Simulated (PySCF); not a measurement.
Gas-phase reaction: 6 SiF₂ + O₃ ⇌ 3 SiF₄ + Si₃O₃

Energies from PySCF (xtb for GFN2), thermal terms from the rigid-rotor harmonic-oscillator model, ideal gas at 1 bar. † marks an energy on the PBE0/def2-TZVP geometry and frequencies; other levels use their own. CCSD(T) freezes the core. 6-31G* has spherical d functions here. All species are closed-shell singlets. Si₃O₃: computed as isolated molecules; such fragments, hydroxides, amides, oligomers or adducts are transient or little studied in the gas. CCSD(T) isn't extrapolated to the basis-set limit. Strong static correlation: O₃. Warning, large T1 diagnostic: O₃ (CCSD(T)/def2-SVP†, CCSD(T)/def2-TZVPP†).

```tsv
level	ΔH°(298 K), kJ
BLYP/def2-TZVP†	-1668
CCSD(T)/def2-SVP†	-1808
CCSD(T)/def2-TZVPP†	___
GFN2-xTB	___
HF/6-31G*	-2105
M06-2X/def2-TZVP†	___
PBE/def2-TZVP†	___
PBE0/def2-SVP†	-1823
LDA/def2-TZVP†	-1897
ωB97X-V/def2-TZVP†	-1943
```

### Question
Some entries are withheld; supply them.

### Answer

- CCSD(T)/def2-TZVPP†, ΔH°(298 K), kJ: -1954
- GFN2-xTB, ΔH°(298 K), kJ: -1867
- M06-2X/def2-TZVP†, ΔH°(298 K), kJ: -2055
- PBE/def2-TZVP†, ΔH°(298 K), kJ: -1724
